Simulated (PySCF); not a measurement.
Molfile (atoms numbered from 1):
```
C6H14OP
     RDKit          3D

 22 21  0  0  0  0  0  0  0  0999 V2000
    3.9917    1.2981    1.1831 C   0  0  0  0  0  0  0  0  0  0  0  0
    3.0613    1.0099    0.2105 O   0  0  0  0  0  0  0  0  0  0  0  0
    2.9613   -0.4133   -0.0605 C   0  0  0  0  0  0  0  0  0  0  0  0
    1.7324   -0.9665   -1.3222 P   0  0  0  0  0  0  0  0  0  0  0  0
    0.1941   -1.1304   -0.2366 C   0  0  0  0  0  0  0  0  0  0  0  0
   -0.7839    0.0564   -0.1675 C   0  0  0  0  0  0  0  0  0  0  0  0
   -0.1606    1.2634    0.5159 C   0  0  0  0  0  0  0  0  0  0  0  0
   -2.1020   -0.3357    0.4979 C   0  0  0  0  0  0  0  0  0  0  0  0
    3.7715    0.7992    2.1560 H   0  0  0  0  0  0  0  0  0  0  0  0
    5.0254    0.9851    0.9016 H   0  0  0  0  0  0  0  0  0  0  0  0
    4.0051    2.3884    1.3579 H   0  0  0  0  0  0  0  0  0  0  0  0
    2.7837   -0.9131    0.9210 H   0  0  0  0  0  0  0  0  0  0  0  0
    3.9703   -0.7382   -0.4006 H   0  0  0  0  0  0  0  0  0  0  0  0
   -0.3736   -1.9990   -0.6268 H   0  0  0  0  0  0  0  0  0  0  0  0
    0.4823   -1.4076    0.8011 H   0  0  0  0  0  0  0  0  0  0  0  0
   -0.9965    0.3416   -1.2157 H   0  0  0  0  0  0  0  0  0  0  0  0
   -0.8229    2.1469    0.4758 H   0  0  0  0  0  0  0  0  0  0  0  0
    0.0407    1.0427    1.5809 H   0  0  0  0  0  0  0  0  0  0  0  0
    0.8070    1.5002    0.0466 H   0  0  0  0  0  0  0  0  0  0  0  0
   -2.5742   -1.1893   -0.0186 H   0  0  0  0  0  0  0  0  0  0  0  0
   -1.9319   -0.6415    1.5460 H   0  0  0  0  0  0  0  0  0  0  0  0
   -2.8287    0.4967    0.5111 H   0  0  0  0  0  0  0  0  0  0  0  0
  1  2  1  0
  2  3  1  0
  3  4  1  0
  4  5  1  0
  5  6  1  0
  6  7  1  0
  6  8  1  0
  1  9  1  0
  1 10  1  0
  1 11  1  0
  3 12  1  0
  3 13  1  0
  5 14  1  0
  5 15  1  0
  6 16  1  0
  7 17  1  0
  7 18  1  0
  7 19  1  0
  8 20  1  0
  8 21  1  0
  8 22  1  0
M  CHG  1   4  -1
M  END
```

Geometry: PBE0-D3(BJ)/def2-SVP; GIAO shifts from PySCF 2.14.0 with density-fitted response routines, gas phase, non-relativistic, averaged over equivalent atoms.

At PBE0/pcSseg-1 (213 basis functions, 86 s wall time on 1 thread of an Arm Neoverse N1, shared host):
```tsv
atoms	δ (ppm)
C3	95.8
C1	56.8
C5	53.9
C6	39.6
C7/C8	26.6
O2	59.7
P4	-46.5
H12/H13	4.21
H9/H10/H11	2.94
H14/H15	1.42
H17/H18/H19/H20/H21/H22	0.85
H16	0.60
```

References, each an isolated molecule treated in the same way: $^{13}$C (σref 184.41) and $^{1}$H (σref 31.27) vs TMS; $^{17}$O (σref 334.56) vs H2O; $^{31}$P (σref 310.13) vs H3PO4.

Q: Estimate the result of repeating the calculation with KT3/pcSseg-1.

A: 
```tsv
atoms	δ at KT3/pcSseg-1	change
C3	92.9	-2.9
C1	54.7	-2.1
C5	53.9	+0.0
C6	41.4	+1.8
C7/C8	25.8	-0.8
O2	72.4	+12.7
P4	-15.2	+31.3
H12/H13	4.43	+0.22
H9/H10/H11	3.01	+0.07
H14/H15	1.61	+0.19
H17/H18/H19/H20/H21/H22	0.87	+0.02
H16	0.54	-0.06
```

Scale: TMS for $^{13}$C (182.31 ppm), $^{1}$H (31.32 ppm); $^{17}$O (329.03 ppm) against H2O; H3PO4 for $^{31}$P (332.35 ppm) (reference shieldings calculated alike).

The largest change is at P4 (phosphorus bonded to 2 C). Cost: 213 basis functions, 94 s wall time on 1 thread of an Arm Neoverse N1, shared host. The order of the carbon signals is the same at both levels.

Experimental scales use liquid or dissolved standards, which lie at an offset from isolated H2O (liquid H2O: subtract about 36 ppm) and H3PO4.
